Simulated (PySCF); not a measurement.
Sn(F)2(Cl)(OMe) (CH3ClF2OSn), SMILES C[O][Sn]([F])([F])[Cl]. Geometry optimised at PBE-D3(BJ)/def2-SVP. The structure was generated by enumeration; whether it is a known compound was not checked. The def2 effective core potentials stand for the cores of Sn; spin–orbit coupling is left out. One conformer was computed; it need not be the lowest.

Q: Give the equilibrium geometry at PBE-D3(BJ)/def2-SVP (PySCF confirms it by a frequency run) as bond lengths and angles, and its point group. (The exact figures need the calculation; the answer reports its results.)

A: This is not unique; one that fits is point group Cs.
Atoms: C1 O2 Sn3 F4 F5 Cl6 H7 H8 H9. Bonded distances (Å): C1–O2 1.429, C1–H7 1.113, C1–H8 1.113, C1–H9 1.110, O2–Sn3 1.986, Sn3–F4 1.945, Sn3–F5 1.945, Sn3–Cl6 2.327. Bond angles (°): O2–C1–H7 112.8, O2–C1–H8 112.8, O2–C1–H9 106.4, H7–C1–H8 108.7, H7–C1–H9 108.0, H8–C1–H9 108.0, C1–O2–Sn3 117.4, O2–Sn3–F4 110.2, O2–Sn3–F5 110.2, O2–Sn3–Cl6 110.9, F4–Sn3–F5 104.4, F4–Sn3–Cl6 110.5, F5–Sn3–Cl6 110.5.
